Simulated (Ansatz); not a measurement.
Cost and result for the atomization energy of CH7ClOSi2, SMILES `[SiH3]OC[SiH2]Cl` (12 atoms, 11 bonds).

Cartesian coordinates in Å:
```
Si -1.281 1.298 -1.279
O -0.046 0.351 -0.736
C -0.065 -0.217 0.566
Si 1.529 -1.200 0.746
Cl 1.545 -2.049 2.623
H -1.439 2.494 -0.407
H -2.561 0.538 -1.266
H -0.924 1.699 -2.658
H -0.933 -0.875 0.705
H -0.120 0.559 1.342
H 1.588 -2.286 -0.259
H 2.707 -0.312 0.624
```

Total charge 0; spin multiplicity 1. The structure was optimised at the PBE0-D4/def2-TZVP level. It is one conformer, not always the lowest. Program: Ansatz. All runs use 4 threads of an Arm Neoverse V1 on a shared host. Times are those of one run each, without the atoms' runs, and a repeat can differ threefold. Electronic energies, without spin–orbit coupling; frozen cores. CCSD(T)/CBS adds CCSD(T) − MP2 in def2-TZVPP to the MP2 limit, and its time is that of the two runs behind it. T1 = 0.011. B3LYP takes the VWN-RPA correlation (the form of Gaussian; ORCA's B3LYP/G).

CCSD(T)/CBS is a level of theory with its own doubt, some kJ/mol a heavy atom from the limit and from the frozen cores, so smaller differences don't rank the functionals.

```
                             level  functions  wall time  atomization (kJ/mol)  difference from CCSD(T)/CBS  per bond
   PBE-D4/def2-TZVPP (with forces)        286      3.5 s                4046.4                         -8.0      -0.7
                PBE0-D4/def2-TZVPP        286      4.9 s                4008.1                        -46.3      -4.2
r2SCAN-D4/def2-TZVPP (with forces)        286        7 s                4045.3                         -9.1      -0.8
 B3LYP-D4/def2-TZVPP (with forces)        286      7.5 s                4030.9                        -23.5      -2.1
                 B2PLYP/def2-TZVPP        286      7.5 s                3988.8                        -65.6      -6.0
                ωB97X-V/def2-TZVPP        286       12 s                4070.4                         16.0       1.5
  ωB97M-V/def2-TZVPP (with forces)        286       17 s                4057.9                          3.5       0.3
                    MP2/def2-QZVPP        534       33 s                4050.1                         -4.3      -0.4
                CCSD(T)/def2-TZVPP        286    4.9 min                3942.8                       -111.6     -10.1
                 CCSD(T)/CBS(def2)          –    5.4 min                4054.4                          0.0       0.0
```

In def2-TZVPP, CCSD(T) changes the Hartree–Fock value by +920.4 kJ/mol (the triples alone add +48.1 kJ/mol) and MP2 by +960.9 kJ/mol; breaking electron pairs costs correlation energy, which Hartree–Fock lacks. From PBE to PBE0 (25 % exact exchange), in def2-TZVPP and without D4, the atomization energy moves by −34.3 kJ/mol: exact exchange takes away binding that semilocal exchange gives to molecules. The D4 term adds +43.8 kJ/mol with B3LYP and +23.2 kJ/mol with PBE0; it sums over pairs of atoms, weighted by their polarisabilities, and B3LYP, whose exchange is more repulsive, gets the larger term.
